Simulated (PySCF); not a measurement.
CH4SSe. Atoms are numbered in the order given.

```xyz
7

Se     0.1190     0.2914     0.5701
C      1.6634     0.5496    -0.5853
H      2.3733     1.1689    -0.0165
H      1.3665     1.0771    -1.5004
H      2.1300    -0.4134    -0.8288
S     -1.1957    -0.8109    -0.8125
H     -0.7658    -2.0631    -0.5244
```

Geometry optimised at PBE0-D3(BJ)/def2-SVP. Other conformers were not sampled.

All values below come from HF/def2-TZVPD (PySCF).

The molecule is in vacuum.

total energy: -2837.60423 hartree
highest occupied level: -9.31 eV
lowest empty level: 1.19 eV
orbital gap: 10.50 eV
dipole moment: 1.89 D
quadrupole, principal values (traceless, Buckingham form, about the centre of nuclear charge): -3.51, -0.68, 4.20 D·Å
mean static polarisability: 63.2 bohr³ (9.37 Å³)
polarisability, principal values: 51.0, 59.5, 79.2 bohr³
